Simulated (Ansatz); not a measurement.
```
atom    x (Å)    y (Å)    z (Å)
  Si   0.0000   0.0000  -1.1732
  Si   0.0000   0.0000   1.1732
   H   0.0000  -1.4036  -1.6897
   H  -1.2155   0.7018  -1.6897
   H   1.2155   0.7018  -1.6897
   H   0.0000   1.4036   1.6897
   H  -1.2155  -0.7018   1.6897
   H   1.2155  -0.7018   1.6897
```

Basis set: cc-pVTZ (spherical functions). Frozen core: 10 orbitals. Charge 0, multiplicity 1.

Computed with Ansatz (development build ahead of 0.2.0); each method stands on the lowest determinant of its kind that the runs found. Restricted open shells among the atoms or ions are ROHF, correlated in semicanonical orbitals with singles.

The atomization energy at this shape (free ground-state atoms in the same class of orbitals less the molecule, no zero-point energy) of singlet Si₂H₆:

```json
{"method": "RHF", "atomization energy": "18.16 eV"}
```

Question: What does RHF-MP2 give?

Answer: 22.07 eV.
